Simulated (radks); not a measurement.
The numbers below are computed, except where a source is named.
Neutral arsenic inside a hard spherical wall (all orbitals vanish at R), configuration held at [Ar] 3d10 4s2 4p3 and not refilled when levels cross. Code: a radial shooting solver on a logarithmic mesh with Libxc functionals. Model: non-relativistic Kohn-Sham, PBEsol, spin-polarised, spherical densities, point nucleus; open shells are filled with parallel spins first. Eigenvalues in eV for spin up, with the zero of energy where the potential of the charges vanishes at infinity; a dash marks a level that is unbound or too diffuse for the functional's potential to be trusted. A positive occupied level is held by the wall or, in an anion where self-interaction has pushed it up, behind a barrier. The pressure on the wall is -dE/dV.

R (bohr)  E (hartree)  kinetic (hartree)    e(3p)    e(3d)    e(4s)   e(4p)  e(5s, empty)  e(5p, empty)  pressure (GPa)
free      -2233.97754           2232.423  -131.76  -41.472  -14.776  -5.943             -             -               0
15        -2233.97754           2232.423  -131.76  -41.472  -14.776  -5.943        -0.432         0.591        < 0.0001
12        -2233.97753           2232.423  -131.76  -41.471  -14.775  -5.942        -0.259         1.071        0.000165
8         -2233.97606           2232.437  -131.65  -41.363  -14.693  -5.859         1.225         3.859          0.0705
4         -2233.64989           2234.003  -125.76  -35.565  -10.266  -0.370        25.902        34.872            70.4
3.5       -2233.28444           2235.423  -122.12  -32.022   -6.969   3.825        41.368        52.195             203
3         -2232.45144           2238.332  -116.31  -26.367   -0.559  11.801        68.978        82.127             648
2.5       -2230.38848           2244.959  -106.47  -16.745   13.338  28.428        122.33        138.20            2430
2         -2224.49885           2262.837  -87.567    2.337   48.822  68.614        238.57        256.54           11700
1.5       -2203.18333           2324.088  -42.453   50.819   163.39  189.38        544.07        556.88           85100
